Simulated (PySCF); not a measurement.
# Basis-set dependence of the excitation energy of Tb²⁺

Tb²⁺ [Xe] 4f9 (high-spin determinant) → Tb²⁺ [Xe] 4f8 6s1 (8F). All values are computed (PySCF 2.14, energy differences of UHF-based or UKS calculations, no spin-orbit coupling). Values in eV.

```csv
basis,Hamiltonian,functions,UHF,r2SCAN,PBE0,MP2 (valence)
cc-pVDZ-X2C,spin-free X2C,84,-1.043,2.899,2.476,1.584
ANO-RCC-VTZP,spin-free X2C,104,-1.233,3.041,2.531,2.022
x2c-TZVPPall,spin-free X2C,113,-1.307,2.944,2.456,1.691
"x2c-TZVPPall with one added diffuse shell each of s, p, d, f type",spin-free X2C,129,-1.305,2.968,2.477,1.709
cc-pwCVTZ-X2C,spin-free X2C,186,-1.320,2.905,2.382,1.875
```

Frozen in the all-electron rows: valence: [Kr] 4d10.

At MP2 (valence), ANO-RCC-VTZP lies more than 0.3 eV from the median of the rows with comparable relativity. Of these, ANO-RCC-VTZP has no diffuse functions of the l that the added or promoted electron needs.

One determinant mixes LS terms of the configuration, so the numbers do not refer to single terms.
